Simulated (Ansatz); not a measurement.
Forces on a displaced structure

CH₃BFN (SMILES N=CBF), singlet, at a frame of a short PBE0-D4/def2-SVP trajectory.

```csv
atom,x (Å),y (Å),z (Å)
N1,0.4893,0.9837,-1.0432
C2,-0.1213,0.6501,0.0267
B3,-0.2297,-0.7385,0.5886
F4,0.2874,-1.6708,-0.1559
H5,0.8637,0.1446,-1.5125
H6,-0.6044,1.5170,0.6139
H7,-0.8459,-0.8987,1.6556
```

Computed with Ansatz 0.2.0 (basis: def2-TZVPP); correlated methods freeze the cores.

CCSD(T) forces from the calculation:
| atom | Fx | Fy | Fz (eV/Å) |
| --- | --- | --- | --- |
| N1 | 0.355 | 0.081 | -0.943 |
| C2 | -0.861 | 3.316 | 0.915 |
| B3 | -1.288 | -0.471 | 1.662 |
| F4 | 0.389 | -1.485 | -0.159 |
| H5 | -0.027 | 0.171 | 0.234 |
| H6 | 0.727 | -1.131 | -0.855 |
| H7 | 0.705 | -0.481 | -0.854 |

Task: Which atom feels the largest CCSD(T) force, and how large is it?

Result: C2, 3.55 eV/Å, along (-0.24, 0.94, 0.26).

Root-mean-square difference of the force components from those of CCSD(T): PBE-D4 0.227; r2SCAN-D4 0.224; PBE0-D4 0.322; wB97M-V 0.308 eV/Å.

The T1 diagnostic stays at or below 0.014. The restricted Hartree–Fock reference is unstable towards an unrestricted one here. These are differences at one structure, and CCSD(T) in triple zeta is itself an approximation.

For scale, one of the runs: CCSD(T)/def2-TZVPP forces, 166 basis functions, launched by `ansatz run in.yaml --threads 2 --pin off --events-out ev --progress --plain --max-ram 3481MiB`. Hardware: 2 CPU threads of an Arm Neoverse V2, shared host. Wall time 2.3 min; peak host memory 2.6 GiB.
